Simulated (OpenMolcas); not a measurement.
Ir2+ among 6 point charges of -1.36 e arranged as an octahedron (Oh), 2.21 Å from the ion.
```
   2.2100    0.0000    0.0000  -1.36
   0.0000    2.2100    0.0000  -1.36
  -2.2100    0.0000    0.0000  -1.36
   0.0000   -2.2100    0.0000  -1.36
   0.0000    0.0000    2.2100  -1.36
   0.0000    0.0000   -2.2100  -1.36
```

```yaml
Program: OpenMolcas
Method: CASSCF
Basis: ANO-RCC-VDZP [7s6p4d2f]
Scalar_Hamiltonian: DKH2, point nucleus
Active_space: 7 electrons in 5 orbitals (5d)
State_averaging: 2S+1 = 4 even, 10 roots; 2S+1 = 2 even, 40 roots
Spin-orbit_coupling: RASSI with atomic mean-field integrals over the reference wave functions
```

(1) What is the spin-free ground state (labels of O, the rotations of Oh)?

(2) Where is the first state of the same spin?

(3) What are the lowest two levels with spin-orbit coupling?

(4) What is χT at 300 K, and how does it compare with the textbook value?

(5) Which ligand-field parameters describe the states?

## Answers

(1) 4T1, 3-fold in its orbital part, 97 % from free-ion F terms; it has the highest spin that d7 allows.

(2) 4T2 at 6200 cm-1 above the ground state.

(3) A 2-fold level Γ6 with g = 4.89, 4.89, 4.89, then a 4-fold level Γ8 926.3 cm-1 above it. Their leading multiplicities are 4 (92 %) and 4 (87 %).

(4) The lowest level has 2S+1 = 4, for which the spin-only value is χT = S(S+1) / 2 = 1.875 cm3 K/mol (g = 2). The computed 3.427 at 300 K differs by +1.552, through orbital momentum, spin-orbit coupling and any other state in reach. With a threefold ground state the orbital momentum is unquenched, so the spin-only value is not expected to hold.

(5) A least-squares ligand-field fit to the states below 45000 cm-1, each weighted by its degeneracy and with a free common offset, gives 10Dq = 6762 cm-1, B = 811 cm-1 and C = 3287 cm-1 (C/B = 4.05), with an rms deviation of 180 cm-1. 

An orbital triplet at a regular site is open to Jahn-Teller coupling, which can distort the site and quench the lowest spin-orbit gaps and is left out. Without dynamic correlation the repulsion within the d shell is too large (B by tens of per cent), so at a given field states of lower spin stand too high. Point charges give a weaker field than real ligands, and real ions of this kind are as a rule low spin; the high spin found here belongs to the model. This is an electrostatic model: the charges have no orbitals. No measured value stands beside these numbers.
